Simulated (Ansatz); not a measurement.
`[AlH2][B]([SiH3])O[SiH3]` → `[AlH2][O]B[SiH2][SiH3]`  (isomerisation)

Isolated molecules relaxed with PBE0-D4/def2-TZVP in Ansatz; ΔE leaves out vibrations. CBS: MP2 limit from def2 TZ/QZ plus the TZ coupled-cluster correction, frozen cores. DFT in def2-TZVPP. One conformer a species, not always the lowest.

**Question.** Is it downhill or uphill in electronic energy at CCSD(T)/CBS, and by how much? (An estimate is asked.)

**Answer.** The calculation gave: Downhill: ΔE = -1.07 eV.

**Question.** What do these levels give: r2SCAN-D4, r2SCANh-D4, ωB97X-V, LC-ωPBE, MP2/def2-SVP, HF/def2-TZVPP? (Estimate.)

**Answer.** The calculation gave: r2SCAN-D4 -1.13, r2SCANh-D4 -1.13, ωB97X-V -1.08, LC-ωPBE -1.10, MP2/def2-SVP -1.26, HF/def2-TZVPP -1.16 eV.

Largest T1 diagnostic among the species: 0.015.

Leaving LDA and LC-ωPBE aside and taking each functional with its dispersion term where it has one, the values, not all of them listed here, spread over 0.13 eV, from B97M-V to ωB97M-V. LDA lies +0.09 eV from PBE without D4. From BLYP to BHLYP (50 % exact exchange), in def2-TZVPP and without D4, ΔE moves by +0.03 eV.
